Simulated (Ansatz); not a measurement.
The cluster Ta₂O₄⁺, relaxed as a quartet with UKS r2SCAN-D4/def2-SVP in Ansatz, starting from the r2SCAN-D4/def2-SVP geometry of the charge +1 doublet. Force threshold 0.02 eV/Å.

In the def2 sets Ta takes a core potential; there is no spin–orbit coupling. At r2SCAN-D4/def2-SVP a doublet of charge 1 lies 2.92 eV below the quartet, each at its own geometry. The structure comes from a short search, and lower isomers may exist.

Start:

| atom | x (Å) | y (Å) | z (Å) |
| --- | --- | --- | --- |
| Ta1 | -0.009 | -0.286 | 1.402 |
| Ta2 | 0.064 | 1.043 | -0.979 |
| O3 | 1.378 | 0.610 | 0.383 |
| O4 | -0.031 | -0.246 | -2.096 |
| O5 | -0.123 | -1.911 | 0.888 |
| O6 | -1.277 | 0.790 | 0.401 |

```json
{"step": "1", "energy (eV)": "-11277.1170", "largest force component (eV/Å)": "2.652", "SCF passes": "35"}
{"step": "2", "energy (eV)": "-11277.3047", "largest force component (eV/Å)": "1.333", "SCF passes": "42"}
{"step": "3", "energy (eV)": "-11277.4388", "largest force component (eV/Å)": "0.729", "SCF passes": "43"}
{"step": "4", "energy (eV)": "-11277.4817", "largest force component (eV/Å)": "0.409", "SCF passes": "44"}
{"step": "5", "energy (eV)": "-11277.5725", "largest force component (eV/Å)": "0.480", "SCF passes": "105"}
{"step": "6", "energy (eV)": "-11277.6045", "largest force component (eV/Å)": "0.721", "SCF passes": "41"}
{"step": "7", "energy (eV)": "-11277.6229", "largest force component (eV/Å)": "0.597", "SCF passes": "42"}
{"step": "8", "energy (eV)": "-11277.6297", "largest force component (eV/Å)": "0.085", "SCF passes": "38"}
{"step": "9", "energy (eV)": "-11277.6302", "largest force component (eV/Å)": "0.046", "SCF passes": "29"}
{"step": "10", "energy (eV)": "-11277.6303", "largest force component (eV/Å)": "0.030", "SCF passes": "33"}
{"step": "11", "energy (eV)": "-11277.6305", "largest force component (eV/Å)": "0.093", "SCF passes": "37"}
{"step": "12 (rejected)", "energy (eV)": "-11277.6223", "largest force component (eV/Å)": "2.207", "SCF passes": "118"}
{"step": "13", "energy (eV)": "-11277.6380", "largest force component (eV/Å)": "0.675", "SCF passes": "48"}
{"step": "14", "energy (eV)": "-11277.7064", "largest force component (eV/Å)": "1.363", "SCF passes": "120"}
{"step": "15 (rejected)", "energy (eV)": "-11277.6868", "largest force component (eV/Å)": "1.211", "SCF passes": "86"}
{"step": "16", "energy (eV)": "-11277.8093", "largest force component (eV/Å)": "0.351", "SCF passes": "51"}
{"step": "17", "energy (eV)": "-11277.8136", "largest force component (eV/Å)": "0.727", "SCF passes": "53"}
{"step": "18", "energy (eV)": "-11277.8311", "largest force component (eV/Å)": "0.645", "SCF passes": "49"}
{"step": "19", "energy (eV)": "-11277.8410", "largest force component (eV/Å)": "0.155", "SCF passes": "42"}
{"step": "20 (rejected)", "energy (eV)": "-11277.8328", "largest force component (eV/Å)": "0.868", "SCF passes": "49"}
{"step": "21", "energy (eV)": "-11277.8432", "largest force component (eV/Å)": "0.036", "SCF passes": "49"}
{"step": "22", "energy (eV)": "-11277.8436", "largest force component (eV/Å)": "0.044", "SCF passes": "43"}
{"step": "23", "energy (eV)": "-11277.8437", "largest force component (eV/Å)": "0.013", "SCF passes": "37"}
```

Force components are those of the run's own axes.

End:

```xyz
6

Ta   -0.015   -0.353    1.293
Ta    0.076    1.241   -1.123
O     1.325    0.399    0.247
O     0.004    0.330   -2.560
O    -0.135   -2.191    1.876
O    -1.256    0.574    0.266
```

By distances, no bond broke or formed. The bond that changes most is Ta1–O5, from 1.71 to 1.93 Å (atoms count from 1).

No frequencies were taken in this run, so the end may be a saddle point.

Run time 2.4 min (4 threads of Arm Neoverse V2 on a shared host).
